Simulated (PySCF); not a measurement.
Two species compared at the same levels of theory.

First species: C6H7NOS.
SMILES: `CNc1ccsc1C=O`

Second species: C4HF3S3.
SMILES: `FC(F)(F)c1csc(=S)s1`

Levels: CAM-B3LYP/def2-SVPD for dipole moment, HOMO energy, LUMO energy, HOMO–LUMO gap, static isotropic polarisability and electronic spatial extent ⟨r²⟩ about the centre of nuclear charge; TDDFT CAM-B3LYP/def2-SVPD for lowest singlet excitation; TDA CAM-B3LYP/def2-SVPD for lowest triplet excitation (Tamm–Dancoff); GFN2-xTB for rotational constant A and rotational constant C. Geometries: GFN2-xTB. Each species is one conformer at its optimised geometry, gas phase, non-relativistic unless stated; the electronic structure was computed with PySCF and density fitting.

The conformers computed, where there is a choice (atom-mapped SMILES and torsion angles):
- `[CH3:1][NH:2][c:3]1[cH:4][cH:5][s:6][c:7]1[CH:8]=[O:9]`: C1–N2–C3–C4 0°, S6–C7–C8–O9 180°
- `[F:1][C:2]([F:3])([F:4])[c:5]1[cH:6][s:7][c:8](=[S:9])[s:10]1`: F1–C2–C5–C6 -120°

Which has the higher rotational constant A?

The second: 1.945 GHz against 1.916 GHz, a difference of 0.029 GHz.

Which of the two has the higher HOMO energy, and by how much?

The first: -7.18 eV against -8.09 eV, a difference of 0.91 eV.

Which of the two has the higher ⟨r²⟩, and by how much?

The second: 2312 bohr² against 1385 bohr², a difference of 927 bohr².

Which has the higher static isotropic polarisability?

The second: 110.2 au against 104.4 au, a difference of 5.8 au.

Which has the higher LUMO energy?

The first: -0.55 eV against -1.46 eV, a difference of 0.91 eV.

Which has the higher S1 energy?

The first: 4.02 eV against 2.93 eV, a difference of 1.09 eV.

Which has the higher T1 energy?

The first: 2.61 eV against 2.42 eV, a difference of 0.19 eV.

Which has the higher dipole moment?

The first: 3.70 D against 2.45 D, a difference of 1.25 D.

On the first: S1 lies 2.61 eV below the HOMO–LUMO gap; its leading configuration is HOMO→LUMO, weight 0.98. The dipole matches unit charges of opposite sign 0.77 Å apart (1 e·Å = 4.8032 D). GFN2-xTB frequencies show an imaginary mode (23i cm⁻¹), so this geometry is no minimum at that level.

On the second: The dipole equals about 8.2 × 10⁻³⁰ C·m (1 D = 3.33564 × 10⁻³⁰ C·m). The principal polarisabilities are 68.8, 107.9 and 154.0 au; their mean is the isotropic value.
